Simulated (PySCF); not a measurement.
# How methods differ on the ionisation energy of Pd²⁷⁺

Pd²⁷⁺ [Ar] 3d1 (2D) → Pd²⁸⁺ [Ar] (1S), as a difference of total energies. All numbers are calculated (PySCF 2.14, the non-relativistic Hamiltonian (point nucleus), in an even-tempered Gaussian basis (17 s from 3.4 bohr⁻², ratio 2.5; 11 p from 4.4 bohr⁻², ratio 2.5; 8 d from 4.4 bohr⁻², ratio 2.5; 4 f from 15 bohr⁻², ratio 2.7; 3 g from 23 bohr⁻², ratio 2.7)). Correlated levels: outer shells: [Ne] frozen; virtual orbitals above 40 to 60 times the deepest correlated orbital energy dropped. The calculations carry no spin-orbit coupling.

```json
{"method": "UHF", "ionisation energy (eV)": "1435.7"}
{"method": "LDA", "ionisation energy (eV)": "1437.0"}
{"method": "PBE", "ionisation energy (eV)": "1437.5"}
{"method": "PBE0", "ionisation energy (eV)": "1437.4"}
{"method": "r2SCAN", "ionisation energy (eV)": "1437.9"}
{"method": "revPBE", "ionisation energy (eV)": "1437.5"}
{"method": "TPSSh", "ionisation energy (eV)": "1437.2"}
{"method": "MP2 (outer shells)", "ionisation energy (eV)": "1435.6"}
{"method": "SCS-MP2 (outer shells)", "ionisation energy (eV)": "1435.6"}
```

A first-order spin-orbit estimate (lowest level to lowest level, LS coupling) adds 4.369 eV.

All relativistic terms are absent from these numbers, so their closeness to the reference says little about the methods.

For comparison: 1438 ± 4 eV (theoretical estimate listed by NIST; NIST Atomic Spectra Database, ionization energies).
